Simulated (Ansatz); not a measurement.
A run for Ansatz (a quantum-chemistry and plane-wave program): U-PBE/def2-TZVPP on BiBrH2 (SMILES [Br][BiH2]), a point of a bond scan (R = 1.441 Å). Elements past Kr take the def2 small-core potentials; no spin–orbit coupling.

Ansatz 0.2 input:
```yaml
crystal:
  periodic: [false, false, false]
  atoms:
    - {symbol: Bi, position_ang: [-0.43377418, -0.48629616, 0.40451161]}
    - {symbol: H, position_ang: [-1.60565896, -0.22255070, -0.39137677]}
    - {symbol: H, position_ang: [-0.03488637, -1.88034559, -0.66401785]}
    - {symbol: Br, position_ang: [1.08390780, 1.21141547, -0.92343133]}
basis:
  gaussian:
    orbitals: def2-TZVPP
hamiltonian:
  xc: {name: PBE}
magnetization: {spin_polarized: true, initial_magnetization: 0}
```

It printed:

```
WARN ansatz: RAYON_NUM_THREADS=1 ignored (pool sized by the plan → 1); use --threads N
Functional definition: PBE
integrals: 0.04 GiB planned
854 factors; their error is unknown
mean field: 0.43 GiB planned
mean field evaluation 1: about -75908.0204 eV, gradient 1.3e1 eV
mean field evaluation 2: about -75907.1834 eV, gradient 1.8e1 eV
mean field evaluation 4: about -75909.0284 eV, gradient 1.7e0 eV
mean field evaluation 8: about -75909.0421 eV, gradient 3.7e-2 eV
mean field evaluation 16: about -75909.0119 eV, gradient 3.4e-5 eV
mean field -75909.01186897 eV, -2789.6047332085 hartree, gradient 3.4e-5 eV, S^2 0.000000; 0 other end points of the search recorded, 0 dependent functions left out
reference -75909.01190522 eV, -2789.6047345405 hartree; 30, 30 occupied and 96, 96 virtual orbitals, 854 factors
Total energy: -75909.01190522 eV, -2789.6047345405 hartree
```

Self-consistency was reached.

Cost: roughly 6 core-seconds.
